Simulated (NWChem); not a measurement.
CH6SeSi; SMILES C[Se][SiH3]

```xyz
9

Se    -0.4766     0.5389     0.0051
C      1.3197     1.3182     0.0018
H      1.1850     2.4078     0.0137
H      1.8667     1.0326    -0.9062
H      1.8780     1.0147     0.8970
Si     0.1603    -1.6467    -0.0086
H      0.9763    -1.9864     1.1978
H      0.9700    -1.9729    -1.2229
H     -1.0995    -2.4452    -0.0097
```
Atoms are numbered in this order, from 1.

Level: PBE0/def2-SVP (NWChem), optimised geometry, unscaled harmonic frequencies. This build's default masses of Se (78.918 u) and Br (79.917 u) are each other's, which moves their modes by up to 0.6 %.

Task: List the harmonic frequencies with IR intensities, and the thermochemistry.

Result: 
| frequency (cm⁻¹) | IR intensity (km/mol) |
|---|---|
| 106 | 0.2 |
| 129 | 0.0 |
| 150 | 0.6 |
| 405 | 13.1 |
| 590 | 17.0 |
| 591 | 13.2 |
| 613 | 0.9 |
| 898 | 284.1 |
| 909 | 0.3 |
| 919 | 49.4 |
| 927 | 20.2 |
| 959 | 73.4 |
| 1298 | 6.8 |
| 1442 | 9.3 |
| 1448 | 8.4 |
| 2220 | 83.6 |
| 2223 | 109.4 |
| 2254 | 85.5 |
| 3076 | 13.0 |
| 3198 | 1.2 |
| 3200 | 0.4 |

```json
{
 "zero_point_energy": "39.4 kcal/mol",
 "thermal correction to the enthalpy at 298.15 K (with zero-point energy)": "43.7 kcal/mol",
 "heat capacity Cv": "19.0 cal/(mol K)",
 "entropy at 298.15 K and 1 atm (symmetry number 1)": "78.1 cal/(mol K)",
 "dipole_moment": "1.35 D"
}
```

Rigid rotor and harmonic oscillator.
